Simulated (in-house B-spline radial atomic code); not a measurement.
RPA and G0W0 on Hartree-Fock: Co V (Co4+)

Configuration [Ar] 3d5, highest spin, mean-field start Hartree-Fock. Computed with a B-spline radial code for spherical atoms: all electrons, scalar-relativistic (spin-free one-electron X2C), finite nucleus, each spin shell either full or empty, empty states to l = 9 with an (l + 1/2)⁻⁴ tail; G0W0 by contour deformation at full frequency.

Command:
```bash
python run_gw.py task.json out
```
Settings (radii: box in bohr, nucleus in fm):
```
Z                        27
electrons                23
configuration            [Ar] 3d5
hamiltonian              x2c
method                   hf
lmax                     9
rms_radius               3.7875
spin_polarised           True
box_radius               11.96
intervals                68
```

Time taken, with all properties: 3.9 s on 1 thread of Arm Neoverse N1, on a shared host.

Energies (hartree):

```json
{"term": "mean-field total", "value": "-1388.13098"}
{"term": "Hartree-Fock functional on these orbitals", "value": "-1388.13098"}
{"term": "direct second order", "value": "-1.5904"}
{"term": "second-order exchange", "value": "0.52397"}
{"term": "SOSEX correction", "value": "0.49212"}
```

(1) What is the RPA correlation energy, and what remains with SOSEX?

Quasi-particle levels (eV):

| level | occupied | mean field | Σx - vxc | Σc | QP weight | G0W0 |
| --- | --- | --- | --- | --- | --- | --- |
| 3d up | yes | -80.94 | 0.00 | ? | ? | ? |
| 3p down | yes | -133.05 | 0.00 | 0.16 | 0.965 | -132.89 |
| 3p up | yes | -149.89 | 0.00 | 6.35 | 0.868 | -143.54 |
| 3s down | yes | -178.71 | 0.00 | 5.16 | 0.919 | -173.56 |
| 3d down | no | -46.88 | 0.00 | -3.88 | 0.976 | -50.76 |

G0W0 = mean field + (Σx - vxc) + Σc, with Σc (partial-wave tail included) taken at the quasi-particle energy. Only the outer levels were computed.

(2) Where does G0W0 put 3d up?

## Answers

(1) RPA gives -1.44 hartree (-1.7 eV per electron); RPA + SOSEX gives -0.94784, and the second-order doubles (MP2) -1.0664 hartree. SOSEX takes back 34 % of the RPA value.

(2) At -80.21 eV, with Σc = 0.73 eV and a quasi-particle weight of 0.970. The tabulated removal energy is 79.5 ± 0.2 eV (NIST, semi-empirical); the calculation leaves out spin-orbit coupling, Breit and QED terms, and what these don't explain is the method's own error.
